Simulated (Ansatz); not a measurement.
The cluster La4⁺. The state is a doublet with charge 1. Geometry r2SCAN-D4/def2-SVP.

```xyz
4

La    0.136   -1.453   -1.623
La   -0.064   -1.027    1.865
La    1.720    1.342   -0.065
La   -1.792    1.138   -0.177
```

In the def2 sets La takes a core potential; there is no spin–orbit coupling. At PBE-D4/def2-TZVP, r2SCAN-D4/def2-TZVP, r2SCANh-D4/def2-TZVP, PBE0-D4/def2-TZVP and others the charge 1 doublet is spin-contaminated (final ⟨S²⟩ up to 3.97, 0.75 for a pure state). No other spin state of charge 1 was run. The geometry of the doublet was relaxed on an unsound state (⟨S²⟩ 3.75, where a pure state has 0.75). Another isomer (doublet) lies 0.03 eV lower at PBE0-D4/def2-TZVP; other spin states weren't run for this one.

Q: Estimate the α-spin orbital energies around the gap (eV) in Ansatz with PBE-D4/def2-TZVP, r2SCAN-D4/def2-TZVP, r2SCANh-D4/def2-TZVP, PBE0-D4/def2-TZVP, BHLYP-D4/def2-TZVP.

A: 
```json
{"orbital": "HOMO−5", "PBE-D4/def2-TZVP": "-7.34", "r2SCAN-D4/def2-TZVP": "-7.43", "r2SCANh-D4/def2-TZVP": "-7.68", "PBE0-D4/def2-TZVP": "-7.97", "BHLYP-D4/def2-TZVP": "-8.40"}
{"orbital": "HOMO−4", "PBE-D4/def2-TZVP": "-6.75", "r2SCAN-D4/def2-TZVP": "-6.89", "r2SCANh-D4/def2-TZVP": "-7.14", "PBE0-D4/def2-TZVP": "-7.36", "BHLYP-D4/def2-TZVP": "-7.69"}
{"orbital": "HOMO−3", "PBE-D4/def2-TZVP": "-6.71", "r2SCAN-D4/def2-TZVP": "-6.74", "r2SCANh-D4/def2-TZVP": "-6.97", "PBE0-D4/def2-TZVP": "-7.23", "BHLYP-D4/def2-TZVP": "-7.55"}
{"orbital": "HOMO−2", "PBE-D4/def2-TZVP": "-6.66", "r2SCAN-D4/def2-TZVP": "-6.64", "r2SCANh-D4/def2-TZVP": "-6.85", "PBE0-D4/def2-TZVP": "-7.17", "BHLYP-D4/def2-TZVP": "-7.45"}
{"orbital": "HOMO−1", "PBE-D4/def2-TZVP": "-6.46", "r2SCAN-D4/def2-TZVP": "-6.43", "r2SCANh-D4/def2-TZVP": "-6.65", "PBE0-D4/def2-TZVP": "-6.94", "BHLYP-D4/def2-TZVP": "-7.28"}
{"orbital": "HOMO", "PBE-D4/def2-TZVP": "-6.37", "r2SCAN-D4/def2-TZVP": "-6.35", "r2SCANh-D4/def2-TZVP": "-6.55", "PBE0-D4/def2-TZVP": "-6.83", "BHLYP-D4/def2-TZVP": "-7.16"}
{"orbital": "LUMO", "PBE-D4/def2-TZVP": "-6.01", "r2SCAN-D4/def2-TZVP": "-5.57", "r2SCANh-D4/def2-TZVP": "-5.29", "PBE0-D4/def2-TZVP": "-5.16", "BHLYP-D4/def2-TZVP": "-4.31"}
{"orbital": "LUMO+1", "PBE-D4/def2-TZVP": "-5.88", "r2SCAN-D4/def2-TZVP": "-5.33", "r2SCANh-D4/def2-TZVP": "-5.05", "PBE0-D4/def2-TZVP": "-4.94", "BHLYP-D4/def2-TZVP": "-4.14"}
{"orbital": "LUMO+2", "PBE-D4/def2-TZVP": "-5.71", "r2SCAN-D4/def2-TZVP": "-5.16", "r2SCANh-D4/def2-TZVP": "-4.91", "PBE0-D4/def2-TZVP": "-4.85", "BHLYP-D4/def2-TZVP": "-4.13"}
{"orbital": "LUMO+3", "PBE-D4/def2-TZVP": "-5.44", "r2SCAN-D4/def2-TZVP": "-4.83", "r2SCANh-D4/def2-TZVP": "-4.60", "PBE0-D4/def2-TZVP": "-4.52", "BHLYP-D4/def2-TZVP": "-3.77"}
{"orbital": "LUMO+4", "PBE-D4/def2-TZVP": "-5.08", "r2SCAN-D4/def2-TZVP": "-4.81", "r2SCANh-D4/def2-TZVP": "-4.57", "PBE0-D4/def2-TZVP": "-4.41", "BHLYP-D4/def2-TZVP": "-3.70"}
{"orbital": "LUMO+5", "PBE-D4/def2-TZVP": "-4.99", "r2SCAN-D4/def2-TZVP": "-4.75", "r2SCANh-D4/def2-TZVP": "-4.51", "PBE0-D4/def2-TZVP": "-4.33", "BHLYP-D4/def2-TZVP": "-3.59"}
{"orbital": "β HOMO", "PBE-D4/def2-TZVP": "-6.43", "r2SCAN-D4/def2-TZVP": "-6.40", "r2SCANh-D4/def2-TZVP": "-6.59", "PBE0-D4/def2-TZVP": "-6.88", "BHLYP-D4/def2-TZVP": "-7.20"}
{"orbital": "β LUMO", "PBE-D4/def2-TZVP": "-5.95", "r2SCAN-D4/def2-TZVP": "-5.50", "r2SCANh-D4/def2-TZVP": "-5.22", "PBE0-D4/def2-TZVP": "-5.08", "BHLYP-D4/def2-TZVP": "-4.26"}
```
